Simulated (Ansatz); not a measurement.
Gas-phase electronic energies from Ansatz, PBE0-D4/def2-TZVP geometries. CBS: MP2 limit from def2 TZ/QZ plus the TZ coupled-cluster correction, frozen cores. Functionals use def2-TZVPP. B3LYP here is the variant with VWN-RPA as its local correlation; programs differ in this. For Ga outer-core shells are correlated without core-valence functions, which leaves a few kJ/mol of doubt a bond. Scalar relativity is left out up to krypton. One conformer a species, not always the lowest.

`CC(C)[O][GaH][OH]` → `C[CH](C)[Ga]([OH])[OH]`  (isomerisation)

**Question.** Is it downhill or uphill in electronic energy at CCSD(T)/CBS, and by how much? (Estimate.)

**Answer.** Computed: Downhill: ΔE = -13.6 kcal/mol.

**Question.** What do these levels give: B3LYP-D4, ωB97X-V, r2SCAN, B3LYP, MP2/def2-TZVPP, MP2/CBS(def2)? (An estimate is asked.)

**Answer.** Computed: B3LYP-D4 -10.9, ωB97X-V -10.3, r2SCAN -11.0, B3LYP -11.2, MP2/def2-TZVPP -14.0, MP2/CBS(def2) -15.6 kcal/mol.

Largest T1 diagnostic among the species: 0.014.

In def2-TZVPP, CCSD(T) changes the Hartree–Fock value by −3.7 kcal/mol (the triples alone add −0.1 kcal/mol) and MP2 by −5.7 kcal/mol.
